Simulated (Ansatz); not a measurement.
`[SiH3][SiH2][SiH2][SiH2][SiH2][SiH3]` and `[SiH3][SiH2][SiH2][SiH2][GeH3]` differ in one atom or group.

Ansatz, PBE0-D4/def2-TZVP geometries, multiplicity 1. Each molecule was computed in one conformer, which needn't be the lowest.

Scalar relativity is left out up to krypton.

| property | `[SiH3][SiH2][SiH2][SiH2][SiH2][SiH3]` |
| --- | --- |
| HOMO energy (ωB97M-V/def2-TZVPP) / eV | -9.78 |
| HOMO–LUMO gap (PBE/def2-TZVPP) / eV | 5.41 |
| size of the dipole moment (ωB97M-V/def2-TZVPP) / D | 0.10 |
| HOMO–LUMO gap (PBE0/def2-TZVPP) / eV | 7.20 |
| size of the dipole moment (B3LYP/def2-TZVPP) / D | 0.10 |
| LUMO energy (B3LYP/def2-TZVPP) / eV | -0.76 |

Give the same properties after the change, and the shifts. (Estimate.)

Ansatz gave: 
```
                                          property  `[SiH3][SiH2][SiH2][SiH2][GeH3]`  shift
             HOMO energy (ωB97M-V/def2-TZVPP) / eV                             -9.82  -0.04
               HOMO–LUMO gap (PBE/def2-TZVPP) / eV                              5.62   0.21
size of the dipole moment (ωB97M-V/def2-TZVPP) / D                              0.20   0.10
              HOMO–LUMO gap (PBE0/def2-TZVPP) / eV                              7.45   0.25
  size of the dipole moment (B3LYP/def2-TZVPP) / D                              0.21   0.11
               LUMO energy (B3LYP/def2-TZVPP) / eV                             -0.58   0.18
```

Dipoles are sizes alone; their direction can turn.

B3LYP here is the variant with VWN-RPA as its local correlation; programs differ in this.
